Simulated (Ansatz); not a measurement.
Consider the hydrogenolysis of the Si–S bond: `C[Si](F)(S)S` + H₂ → `C[SiH](F)S` + H₂S.

Computed with Ansatz on PBE0-D4/def2-TZVP structures; ΔE is electronic, products minus reactants. CBS: MP2 limit from def2 TZ/QZ plus the TZ coupled-cluster correction, frozen cores. This one scheme is used for every species. Functionals use def2-TZVPP. Each species was taken in one conformer, which may not be the lowest.

`C[Si](F)(S)S`:

Cartesian coordinates in Å:
```
C -1.319 0.352 -0.546
Si 0.236 -0.135 0.326
F 0.151 0.429 1.821
S 2.027 0.628 -0.530
S 0.384 -2.249 0.299
H -2.189 -0.090 -0.054
H -1.432 1.438 -0.534
H -1.294 0.020 -1.586
H 1.830 1.872 -0.056
H 1.606 -2.263 0.859
```

H₂:

Cartesian coordinates in Å:
```
H 0.240 -0.245 0.145
H -0.240 0.245 -0.145
```

`C[SiH](F)S`:

```xyz
9

C     0.566    0.261    0.979
Si   -0.553   -0.546   -0.255
F    -2.043   -0.038    0.040
S     0.003   -0.124   -2.262
H     1.592   -0.089    0.851
H     0.556    1.348    0.862
H     0.240    0.027    1.996
H    -0.565   -2.024   -0.169
H     0.204    1.187   -2.042
```

H₂S:

Cartesian coordinates in Å:
```
S -0.201 0.584 -0.050
H 0.344 -0.130 0.947
H -0.142 -0.454 -0.897
```

```tsv
species	r2SCAN energy (Eh)
`C[Si](F)(S)S`	-1226.94146
H₂	-1.17128
`C[SiH](F)S`	-828.71896
H₂S	-399.37417
```

Work out ΔE.

ΔE = (-828.71896) + (-399.37417) − (-1226.94146) − (-1.17128) = 0.01961 Eh = +51.5 kJ/mol. CCSD(T)/CBS gives +47.3 kJ/mol.

Largest T1 diagnostic among the species: 0.011.

In def2-TZVPP, CCSD(T) changes the Hartree–Fock value by +23.0 kJ/mol (the triples alone add +6.0 kJ/mol) and MP2 by +33.5 kJ/mol. The D4 term adds +13.9 kJ/mol with B3LYP and +7.5 kJ/mol with PBE0; it sums over pairs of atoms, weighted by their polarisabilities, and B3LYP, whose exchange is more repulsive, gets the larger term.

B3LYP here is the variant with VWN-RPA as its local correlation; programs differ in this.
